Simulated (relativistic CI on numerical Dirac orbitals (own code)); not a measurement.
# One change at a time: Ir⁷¹⁺

Base calculation: Dirac-Coulomb-Breit CI, separate exchange-only KLI orbitals for each configuration, model QED, unscaled Slater integrals.

Configurations in the expansion (outside the closed core 1s2): 2s2 2p2, 2s 2p3, 2p4, 2p3 3s, 2p3 3p, 2s2 2p 3s, 2p3 3d, 2s2 2p 3p, 2s2 2p 3d, 2s 2p2 3s, 2s 2p2 3p, 2s 2p2 3d, 2s2 2p 4s, 2s2 2p 4p, 2s2 2p 4d, 2s2 2p 4f, 2s2 3s2, 2s 2p2 4s, 2s2 3s 3p, 2s 2p2 4p, 2s2 3s 3d, 2s2 2p 5s, 2s 2p2 4d, 2s2 3p2, 2s 2p2 4f, 2s2 2p 5p, 2s2 2p 5d, 2s2 2p 5f, 2s2 2p 5g, 2s2 3p 3d, 2s 2p 3s2, 2s2 3d2, 2s 2p 3s 3p, 2s 2p 3s 3d, 2s 2p 3p2, 2s 2p 3p 3d. Levels of other configurations are missing.

Variants: (1) one mean potential for all configurations. Shifts of the energy above 2s2 2p2 3P_0, in eV, for the lowest level and the first level of each name with at least 55 % of one term (blank where a level changes its place among those of its configuration and J or its character, or is not in the variant):

| Level | Base | Δ(1) |
| --- | --- | --- |
| 2s2 2p2 3P_0 | 0.00 | 0.00 |
| 2s2 2p2 3P_1 | 1699.75 | +0.11 |
| 2s2 2p2 1D_2 | 1718.16 | +0.11 |
| 2s2 2p2 3P_2 | 3445.06 | +0.22 |
| 2s2 2p2 1S_0 | 3512.04 | +0.21 |
| 2s 2p3 3D°_3 | 3738.90 | +0.37 |
| 2s 2p3 3P°_0 | 3807.26 | +0.36 |
| 2s 2p3 1D°_2 | 3840.37 | +0.36 |
| 2s 2p3 3P°_1 | 3845.00 | +0.36 |
| 2p4 3P_2 | 4182.98 | +0.80 |
| 2p4 1S_0 | 4253.00 | +0.82 |
| 2p4 3P_1 | 5900.66 | +0.68 |
| 2p4 1D_2 | 5919.37 | +0.67 |
| 2p4 3P_0 | 7676.88 | +0.56 |

At this charge energies of transitions that change n are usually good to better than 1 %, and those within a shell (Δn = 0) to a few per cent.

Ionisation energy from the two ground configurations alone: base 20210.3 eV. The NIST ASD value (theoretical) is 20210 eV.

LS names give the leading component of a level, which can be under half, so a name can repeat, a term be missing and a line seem to break the LS rules.
